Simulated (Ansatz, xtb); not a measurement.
**Two conformers of CH8BSSi+**

Structure a is `CB[SH+][SiH3]`, a singlet and structure b is `CB[SH+][SiH3]`, a singlet. Both are isolated ions in the gas phase, relaxed with PBE0-D3(BJ)/pcseg-1.

a (Å):

```xyz
12

C    -0.6496    2.4417    0.0657
B    -1.4970    1.1766    0.0060
S    -1.4765   -0.1011    1.3885
Si   -1.2499   -2.1296    0.3863
H    -1.3458    3.2986    0.0884
H     0.0640    2.5486    0.8877
H    -0.1237    2.5645   -0.8948
H    -2.2932    0.8783   -0.8312
H    -0.2714    0.0991    1.9798
H    -2.5861   -2.2536   -0.2343
H    -0.1221   -1.9745   -0.5598
H    -0.9849   -2.9985    1.5531
```

b (Å):

```
atom    x (Å)    y (Å)    z (Å)
   C  -1.1335   1.8967  -0.4396
   B  -0.1569   0.8972  -1.0515
   S   1.6961   1.0921  -0.7508
  Si   2.0335   1.2427   1.4929
   H  -0.7393   2.7003   0.1894
   H  -1.7082   2.3472  -1.2668
   H  -1.8979   1.3357   0.1236
   H  -0.4124  -0.0084  -1.7824
   H   2.1716  -0.1437  -1.0431
   H   1.6303   2.6440   1.7350
   H   1.1483   0.2185   2.0915
   H   3.4827   0.9606   1.5753
```

Task: Estimate E(b) − E(a) at the level CCSD(T)/def2-SVP + ΔMP2/def2-TZVPP.

Result: Too close to call at this level: CCSD(T)/def2-SVP + ΔMP2/def2-TZVPP gives E(b) − E(a) = +0.014 eV.

How the difference moves with the method:

```csv
level,geometry,E(b) − E(a) (eV),departure from the last row (eV),"job, with rough time for the two"
PBE0-D3(BJ)/pcseg-1,PBE0-D3(BJ)/pcseg-1,+0.014,+0.001,"optimisation, 1.7 min"
HF/def2-SVP,PBE0-D3(BJ)/pcseg-1,+0.021,+0.007,part of the CCSD(T) run
MP2/def2-SVP,PBE0-D3(BJ)/pcseg-1,+0.016,+0.003,part of the CCSD(T) run
CCSD(T)/def2-SVP,PBE0-D3(BJ)/pcseg-1,+0.017,+0.003,single point
CCSD(T)/def2-SVP + ΔMP2/def2-TZVPP,PBE0-D3(BJ)/pcseg-1,+0.014,,"single point, 25 s"
```

The largest departure from CCSD(T)/def2-SVP + ΔMP2/def2-TZVPP is that of HF/def2-SVP, 0.007 eV. Levels run at GFN2-xTB geometries aren't shown. The last row adds to CCSD(T) the change of the MP2 difference between the two basis sets, here −0.003 eV.

With harmonic frequencies from PBE0-D3(BJ)/pcseg-1 (ideal gas, rigid rotor, one conformer each, 298.15 K, 1 atm): on the last row, ΔE + ΔZPE = +0.015, ΔH = +0.014, ΔG = +0.018 eV.

The correlated steps freeze 12 core orbitals. Programs: Ansatz 0.2.0; the last row on 2 threads of Intel(R) Xeon(R) Platinum 8175M CPU @ 2.50GHz (Skylake/Cascade Lake) on a shared host.
